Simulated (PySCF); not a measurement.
## Pt²⁺: ionisation energy

Pt²⁺ [Xe] 4f14 5d8 (3F) → Pt³⁺ [Xe] 4f14 5d7 (4F), as a difference of total energies. Computed with PySCF 2.14 in cc-pVDZ-PP with ECP60MDF, with a scalar-relativistic core potential. Correlated levels: valence: 5s2 5p6 frozen. The calculations carry no spin-orbit coupling.

```csv
method,ionisation energy (eV)
UHF,29.178
M06-2X,31.212
LDA,31.510
MP2 (valence),30.411
SCS-MP2 (valence),30.415
```

**Question.** How much does correlation contribute at MP2 (valence)?

**Answer.** 30.411 − (29.178) = 1.233 eV, measured against UHF.

The reference lies between the lowest fine-structure levels, while these numbers refer to the centres of the terms.

Errors of the correlated levels include the incompleteness of this basis and the frozen core.

For comparison: 29 ± 1.6 eV (theoretical estimate listed by NIST; NIST Atomic Spectra Database, ionization energies).
